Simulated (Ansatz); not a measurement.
Gas-phase reaction in SMILES: COC(C)C -> [CH2]OC(C)C + H atom (the C-H bond at the site shown breaks; other sites are not compared here)
Geometries: B3LYP-D3(BJ)/def2-TZVP minima from Ansatz (a first-principles code), one conformer each, not searched for the lowest.

Wanted: bond dissociation energy (electronic energy difference), in eV. Cores are frozen in the correlated levels unless marked. Open shells are spin-unrestricted. No spin-orbit coupling. No relativistic terms. CBS(X,Y): correlation extrapolated as X^-3; Hartree-Fock from the larger set.

CCSD(T)/CBS(cc-pVTZ,cc-pVQZ) (Ansatz) gives 4.46 eV.

Question: Another calculation gave 4.31 eV. Which level was it?
(A) PBE-QIDH/def2-TZVPD (Ansatz)
(B) revPBE/def2-TZVPD (Ansatz)
(C) SVWN5/def2-TZVPD (Ansatz)

Answer: A, PBE-QIDH/def2-TZVPD (Ansatz). The others give 4.67 (SVWN5), 4.13 (revPBE) eV.
